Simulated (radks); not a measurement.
The germanium anion Ge- inside a hard spherical wall (all orbitals vanish at R), configuration held at [Ar] 3d10 4s2 4p3 and not refilled when levels cross. Calculated with a radial shooting solver on a logarithmic mesh with Libxc functionals: non-relativistic Kohn-Sham, LDA (Slater exchange, VWN5 correlation), spin-polarised, spherical densities, point nucleus; open shells are filled with parallel spins first. Eigenvalues in eV for spin up, with the zero of energy where the potential of the charges vanishes at infinity; a dash marks a level that is unbound or too diffuse for the functional's potential to be trusted. A positive occupied level is held by the wall or, in an anion where self-interaction has pushed it up, behind a barrier. The pressure on the wall is -dE/dV.

R (bohr),E (hartree),kinetic (hartree),e(3p),e(3d),e(4s),e(4p),"e(5s, empty)","e(5p, empty)",pressure (GPa)
20,-2073.88599,2071.857,-107.50,-23.807,-5.945,1.013,2.002,2.330,0.000164
15,-2073.88556,2071.859,-107.41,-23.717,-5.863,1.084,2.530,3.254,0.00221
12,-2073.88406,2071.866,-107.22,-23.529,-5.699,1.230,3.196,4.428,0.0164
10,-2073.88016,2071.883,-106.90,-23.203,-5.428,1.479,4.122,5.965,0.0802
5,-2073.65234,2072.743,-101.17,-17.553,-1.164,6.409,20.224,26.809,21.3
3.5,-2072.68010,2075.855,-91.462,-8.098,7.784,17.629,55.587,66.425,286
3,-2071.56196,2079.182,-84.664,-1.504,15.960,27.599,85.977,99.004,841
2.5,-2068.97796,2086.684,-73.319,9.635,32.753,47.346,143.41,158.95,2970
2,-2061.95787,2106.686,-51.713,31.723,73.764,93.206,266.61,283.76,13700
1.5,-2037.56222,2173.565,-1.079,86.633,200.80,225.94,586.10,596.85,95900
